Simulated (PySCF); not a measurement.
[Dy(BH4)3(H2O)]− at several levels of theory

Computed with PySCF 2.14.0 (density fitting, no spin-orbit coupling) at the geometry relaxed with PBE0:

```xyz
19
[Dy(BH4)3(H2O)]− (singlet in the valence; each metal's 4f electrons, 10 of them, lie in its core potential, out of spins and levels)
Dy   -0.1525   -0.1917    0.0393
B     1.1339    1.9614    1.1067
H     1.6876    2.8931    1.6706
H     1.4735    0.8736    1.6179
H     1.4504    1.9211   -0.0999
H    -0.1062    2.0600    1.1969
B    -1.9610   -1.5533    1.4352
H    -2.7935   -2.1755    2.0767
H    -2.0635   -0.3247    1.6344
H    -2.0910   -1.7535    0.2098
H    -0.7998   -1.8929    1.7535
B     0.9553   -1.2333   -2.2132
H     1.4272   -1.7783   -3.1993
H     1.3389   -1.8035   -1.1699
H    -0.2914   -1.2704   -2.2376
H     1.3225   -0.0420   -2.1428
O    -0.6908    1.6713   -1.6881
H    -0.0771    2.2673   -1.2251
H    -0.1301    1.2292   -2.3475
```

| level | basis | state | HOMO (eV) | gap (eV) | charge on Dy1 (e) | population of f-type functions on Dy1 (polarisation alone where 4f lies in the core) | dipole about the centre of mass (D) | largest force component (eV/Å) |
| --- | --- | --- | --- | --- | --- | --- | --- | --- |
| PBE0 | Dy lcecp-0-SVP with ECP56, B def2-SVP, H def2-SVP, O def2-SVP | singlet | – | – | 0.39 | 0.02 | 2.56 | 0.01 |
| revPBE | the same | singlet | – | – | 0.17 | 0.02 | 2.58 | 0.79 |
| PBE0 | Dy lcecp-0-TZVP with ECP56, B def2-TZVP, H def2-TZVP, O def2-TZVP | singlet | – | – | 1.04 | 0.03 | 2.35 | 0.21 |

In the lcecp rows the 4f levels are missing from HOMO and gap, and the state counts the valence alone.

Charges are Mulliken's, which hang on the basis. The relaxation used the grid (50, 194), these runs (75, 302) or, all-electron (x2c bases, spin-free X2C Hamiltonian), (99, 590).

Problem. What does BP86 with Dy lcecp-0-SVP with ECP56, B def2-SVP, H def2-SVP, O def2-SVP give here?

Solution. state singlet, charge on Dy1 (e) 0.14, population of f-type functions on Dy1 (polarisation alone where 4f lies in the core) 0.02, dipole about the centre of mass (D) 2.58, largest force component (eV/Å) 0.85. Time: 11 s on 4 threads of Arm Neoverse V1 (shared host), from an already converged density.

No frequency check is given that shows the relaxed geometry to be a minimum, and it was reached by following one of several unstable modes of a saddle point. An lcecp potential fixes the number of 4f electrons, so in runs with it no electron can move into or out of that shell; real Dy(II) is rare or takes another configuration.
